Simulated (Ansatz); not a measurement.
Start from `C[S][ZnH]` and change one atom or group to get `CS[AsH2]`.

Ansatz, PBE0-D4/def2-TZVP geometries, multiplicity 1. 

Scalar relativity is left out up to krypton.

```tsv
property	`C[S][ZnH]`
HOMO–LUMO gap (ωB97M-V/def2-TZVPP) / eV	9.39
size of the dipole moment (ωB97M-V/def2-TZVPP) / D	1.39
zero-point energy (PBE0-D4/def2-TZVP) / kJ/mol	118.3
HOMO–LUMO gap (PBE/def2-TZVPP) / eV	3.87
HOMO energy (ωB97M-V/def2-TZVPP) / eV	-8.84
HOMO energy (PBE0/def2-TZVPP) / eV	-6.67
```

Q: What does the change do to each property? (An estimate is asked.)

A: Ansatz gave: 
```csv
property,`CS[AsH2]`,shift
HOMO–LUMO gap (ωB97M-V/def2-TZVPP) / eV,10.35,0.96
size of the dipole moment (ωB97M-V/def2-TZVPP) / D,1.10,-0.29
zero-point energy (PBE0-D4/def2-TZVP) / kJ/mol,143.4,25.1
HOMO–LUMO gap (PBE/def2-TZVPP) / eV,4.16,0.29
HOMO energy (ωB97M-V/def2-TZVPP) / eV,-8.92,-0.08
HOMO energy (PBE0/def2-TZVPP) / eV,-6.73,-0.06
```

With PBE0 the HOMO falls by 0.06 eV and the LUMO rises by 0.41 eV, so the gap widens by about 0.47 eV. PBE moves the HOMO by 0.02 eV and ωB97M-V by -0.08 eV. The zero-point energy changes by 25.1 kJ/mol with +3 modes. Dipoles are sizes alone; their direction can turn.
